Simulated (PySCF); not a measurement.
PySCF job for Sn(H)(Br)2(OH) (Br2H2OSn), SMILES [OH][SnH]([Br])[Br], TDA-PBE/def2-SVPD. Coordinates come from a PBE0-D3(BJ)/def2-SVP optimisation. The structure was generated by enumeration; whether it is a known compound was not checked. The def2 effective core potentials stand for the cores of Sn; spin–orbit coupling is left out. The values are those of a single conformer.

```python
import numpy as np
from pyscf import gto, scf, dft, tdscf

mol = gto.M(
    atom='''
    Sn    0.32132931   -0.65157153    0.00000000
    O    -0.92102176   -2.17496734    0.00000001
    Br   -0.12494648    0.75958375   -1.99130808
    Br   -0.12494648    0.75958375    1.99130807
    H     1.89635275   -1.28570843    0.00000000
    H    -1.84839033   -1.90683892    0.00000000
    ''',
    basis='def2-SVPD',
    ecp={'Sn': 'def2-svp'},
    charge=0,
    spin=0,
    symmetry=True,
    max_memory=1600,
    verbose=4,
)
mf = dft.RKS(mol, xc='pbe').density_fit(auxbasis='def2-universal-jkfit')
mf.grids.level = 3
mf.conv_tol = 1e-9
mf.max_cycle = 100
mf.kernel()
mf.grids = dft.Grids(mol).set(level=1).build(with_non0tab=True)  # coarser grid for the response kernel
td = tdscf.TDA(mf)
td.singlet = True
td.nstates = 10
td.conv_tol = 1e-4
td.positive_eig_threshold = 1e-6
td.kernel(x0=td.get_init_guess(mf, 15))
td.analyze()
tt = tdscf.TDA(mf)
tt.singlet = False
tt.nstates = 4
tt.conv_tol = 1e-4
tt.positive_eig_threshold = 1e-6
tt.kernel(x0=tt.get_init_guess(mf, 9))
tt.analyze(verbose=3)
```

Output:

```
PySCF version 2.14.0

[INPUT] verbose = 4
[INPUT] num. atoms = 6
[INPUT] num. electrons = 102
[INPUT] charge = 0
[INPUT] spin (= nelec alpha-beta = 2S) = 0
[INPUT] symmetry True subgroup None
[INPUT] Mole.unit = angstrom
[INPUT] Symbol           X                Y                Z      unit          X                Y                Z       unit  Magmom
[INPUT]  1 Sn     0.321329310000  -0.651571530000   0.000000000000 AA    0.607224391695  -1.231291742264   0.000000000000 Bohr   0.0
[INPUT]  2 O     -0.921021760000  -2.174967340000   0.000000010000 AA   -1.740478881165  -4.110092602474   0.000000018897 Bohr   0.0
[INPUT]  3 Br    -0.124946480000   0.759583750000  -1.991308080000 AA   -0.236114627428   1.435405256170  -3.763026900833 Bohr   0.0
[INPUT]  4 Br    -0.124946480000   0.759583750000   1.991308070000 AA   -0.236114627428   1.435405256170   3.763026881936 Bohr   0.0
[INPUT]  5 H      1.896352750000  -1.285708430000   0.000000000000 AA    3.583587333066  -2.429636808745   0.000000000000 Bohr   0.0
[INPUT]  6 H     -1.848390330000  -1.906838920000   0.000000000000 AA   -3.492951494994  -3.603403322461   0.000000000000 Bohr   0.0

nuclear repulsion = 658.068909495146
point group symmetry = Cs
symmetry origin: [ 3.48872516e-09 -1.01754480e-09 -3.92481573e-09]
symmetry axis x: [ 1.00000000e+00 -3.16004332e-09  1.16304757e-10]
symmetry axis y: [-3.16004332e-09 -1.00000000e+00 -2.54509033e-09]
symmetry axis z: [-1.16304765e-10 -2.54509033e-09  1.00000000e+00]
num. orbitals of irrep A' = 91
num. orbitals of irrep A" = 62
number of shells = 59
number of NR pGTOs = 286
number of NR cGTOs = 153
basis = def2-SVPD
ecp = {'Sn': 'def2-svp'}


[settings echo left out]
init E= -5412.65149659263
HOMO (A") = -0.611292206213868  LUMO (A') = -0.590577744749636  gap/eV = 0.56367
cycle= 1 E= -5433.67826379852  delta_E=  -21  |g|= 3.87  |ddm|= 11.2
HOMO (A') = 0.0521737606147928  LUMO (A") = 0.0598092524215571  gap/eV = 0.20777
cycle= 2 E= -5350.75443470348  delta_E= 82.9  |g|= 9.46  |ddm|= 69.8
HOMO (A') = -0.41027822055121  LUMO (A") = -0.402682658340796  gap/eV = 0.20669
cycle= 3 E= -5434.80261687712  delta_E=  -84  |g|= 2.75  |ddm|= 69.8
HOMO (A") = -0.270030269447  LUMO (A') = -0.266579864958146  gap/eV = 0.09389
cycle= 4 E= -5435.82667471266  delta_E= -1.02  |g|= 2.68  |ddm|= 6.45
HOMO (A") = -0.266239577909823  LUMO (A') = -0.135011750850781  gap/eV = 3.57089
cycle= 5 E= -5437.22946114325  delta_E= -1.4  |g|= 1.34  |ddm|=  4.5
HOMO (A") = -0.214132190266892  LUMO (A') = -0.135286646563678  gap/eV = 2.14550
cycle= 6 E= -5437.41033917339  delta_E= -0.181  |g|= 0.706  |ddm|= 1.83
HOMO (A") = -0.290524835380298  LUMO (A') = -0.144298037623884  gap/eV = 3.97903
cycle= 7 E= -5437.59747453704  delta_E= -0.187  |g|= 0.263  |ddm|= 1.45
HOMO (A") = -0.266522310932954  LUMO (A') = -0.121223737331739  gap/eV = 3.95378
cycle= 8 E= -5437.6117656907  delta_E= -0.0143  |g|= 0.0751  |ddm|= 0.49
HOMO (A") = -0.268375633594049  LUMO (A') = -0.120380946154704  gap/eV = 4.02714
cycle= 9 E= -5437.61249265364  delta_E= -0.000727  |g|= 0.0192  |ddm|= 0.0692
HOMO (A") = -0.269045872093398  LUMO (A') = -0.120557074215391  gap/eV = 4.04059
cycle= 10 E= -5437.6126100431  delta_E= -0.000117  |g|= 0.00825  |ddm|= 0.0303
HOMO (A") = -0.269434340199996  LUMO (A') = -0.120481011857748  gap/eV = 4.05323
cycle= 11 E= -5437.61263083513  delta_E= -2.08e-05  |g|= 0.00185  |ddm|= 0.0138
HOMO (A") = -0.269473165604941  LUMO (A') = -0.120512914399548  gap/eV = 4.05341
cycle= 12 E= -5437.61263180533  delta_E= -9.7e-07  |g|= 0.000479  |ddm|= 0.00264
HOMO (A") = -0.269441389877991  LUMO (A') = -0.120498223689495  gap/eV = 4.05295
cycle= 13 E= -5437.61263185837  delta_E= -5.3e-08  |g|= 0.000193  |ddm|= 0.000813
HOMO (A") = -0.269448728255446  LUMO (A') = -0.120502934976152  gap/eV = 4.05302
cycle= 14 E= -5437.61263186904  delta_E= -1.07e-08  |g|= 1.46e-05  |ddm|= 0.000269
HOMO (A") = -0.269448473586311  LUMO (A') = -0.120502557170454  gap/eV = 4.05302
cycle= 15 E= -5437.61263186911  delta_E= -7.37e-11  |g|= 4.78e-06  |ddm|= 2.33e-05
HOMO (A") = -0.269448343880616  LUMO (A') = -0.120502582272309  gap/eV = 4.05302
Extra cycle  E= -5437.61263186912  delta_E= -1e-11  |g|= 8.02e-06  |ddm|= 1.51e-05
converged SCF energy = -5437.61263186912
tot grids = 32816
Overwritten attributes  positive_eig_threshold  of <class 'pyscf.tdscf.rks.TDA'>


******** <class 'pyscf.tdscf.rks.TDA'> for <class 'pyscf.df.df_jk.DFSymAdaptedRKS'> ********
nstates = 10 singlet
deg_eia_thresh = 1.000e-03
wfnsym = None
conv_tol = 0.0001
eigh lindep = 1e-12
eigh level_shift = 0
eigh max_cycle = 100


Excitation energies (eV)
[4.21473388 4.42521702 4.53063823 4.61056886 4.77221457 5.89457832
 6.00070297 6.10213538 6.14642186 6.2528957 ]

** Singlet excitation energies and oscillator strengths **
Excited State   1:   A"      4.21473 eV    294.17 nm  f=0.0023
      50 -> 52       -0.15905
      51 -> 52       -0.68513
Excited State   2:   A"      4.42522 eV    280.18 nm  f=0.0145
      47 -> 52        0.18544
      50 -> 52        0.66321
      51 -> 52       -0.13674
Excited State   3:   A'      4.53064 eV    273.66 nm  f=0.0220
      49 -> 52        0.69610
Excited State   4:   A'      4.61057 eV    268.91 nm  f=0.0155
      48 -> 52       -0.69386
Excited State   5:   A"      4.77221 eV    259.80 nm  f=0.0508
      45 -> 52        0.10717
      47 -> 52        0.66613
      50 -> 52       -0.15170
Excited State   6:   A'      5.89458 eV    210.34 nm  f=0.0170
      46 -> 52        0.58462
      47 -> 54       -0.16905
      48 -> 53       -0.11052
      49 -> 53       -0.23842
      51 -> 54        0.20184
Excited State   7:   A"      6.00070 eV    206.62 nm  f=0.0029
      45 -> 52       -0.12286
      50 -> 53       -0.25962
      51 -> 53        0.64292
Excited State   8:   A'      6.10214 eV    203.18 nm  f=0.0077
      49 -> 53       -0.30755
      50 -> 54        0.11137
      51 -> 54       -0.61915
Excited State   9:   A"      6.14642 eV    201.72 nm  f=0.0033
      45 -> 52        0.17567
      49 -> 54        0.15326
      50 -> 53       -0.62502
      51 -> 53       -0.21220
Excited State  10:   A'      6.25290 eV    198.28 nm  f=0.0154
      47 -> 54        0.18024
      48 -> 53        0.44245
      49 -> 53       -0.31258
      50 -> 54        0.36378
      51 -> 54        0.16588

** Transition electric dipole moments (AU) **
state          X           Y           Z        Dip. S.      Osc.
  1         0.0000      0.0000     -0.1488      0.0221      0.0023
  2        -0.0000     -0.0000     -0.3661      0.1340      0.0145
  3         0.4430      0.0473      0.0000      0.1985      0.0220
  4        -0.0031     -0.3703      0.0000      0.1371      0.0155
  5         0.0000      0.0000      0.6595      0.4349      0.0508
  6        -0.0712      0.3360      0.0000      0.1180      0.0170
  7        -0.0000     -0.0000     -0.1404      0.0197      0.0029
  8        -0.0616      0.2178     -0.0000      0.0512      0.0077
  9         0.0000     -0.0000      0.1475      0.0218      0.0033
 10        -0.2163     -0.2316     -0.0000      0.1004      0.0154

WARN: ECP detected. Skipping calculation of transition velocity and magnetic dipole moments, which have not yet been implemented.



******** <class 'pyscf.tdscf.rks.TDA'> for <class 'pyscf.df.df_jk.DFSymAdaptedRKS'> ********
nstates = 4 triplet
deg_eia_thresh = 1.000e-03
wfnsym = None
conv_tol = 0.0001
eigh lindep = 1e-12
eigh level_shift = 0
eigh max_cycle = 100


Excitation energies (eV)
[3.91106593 4.05001829 4.08638971 4.23879236]

** Triplet excitation energies and oscillator strengths **
Excited State   1:   A"      3.91107 eV    317.01 nm  f=0.0000
Excited State   2:   A"      4.05002 eV    306.13 nm  f=0.0000
Excited State   3:   A'      4.08639 eV    303.41 nm  f=0.0000
Excited State   4:   A'      4.23879 eV    292.50 nm  f=0.0000
```

Self-consistency was reached.

Cost: roughly 50 core-seconds.
